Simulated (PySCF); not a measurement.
Job for PySCF: R-B3LYP/6-31G* on Si2H6 (SMILES [SiH3][SiH3]), a point of a torsion scan.

```python
from pyscf import gto, scf, dft, mp
from pyscf.data.elements import chemcore

mol = gto.M(
    atom='''
    Si   -1.14932599    0.09233027   -0.01040869
    Si    1.15002942   -0.08386460   -0.01939765
    H    -1.77938579   -0.71833838   -1.05674816
    H    -1.60952177    1.46744489   -0.22574153
    H    -1.74225518   -0.34372734    1.25736002
    H     1.64180378   -0.98031500   -1.06994245
    H     1.67920724   -0.60536943    1.24431166
    H     1.81189845    1.20558829   -0.23890512
    ''',
    basis='6-31g*',
    cart=True,
    charge=0, spin=0, verbose=3, max_memory=1800)
mf = dft.RKS(mol, xc='b3lyp')
mf.conv_tol = 1e-8
mf.max_cycle = 100
mf.kernel()
if not mf.converged:
    mf = mf.newton().run(mf.mo_coeff, mf.mo_occ)
```

Question: What total energy does the run end on?

Answer: -582.5789 hartree.
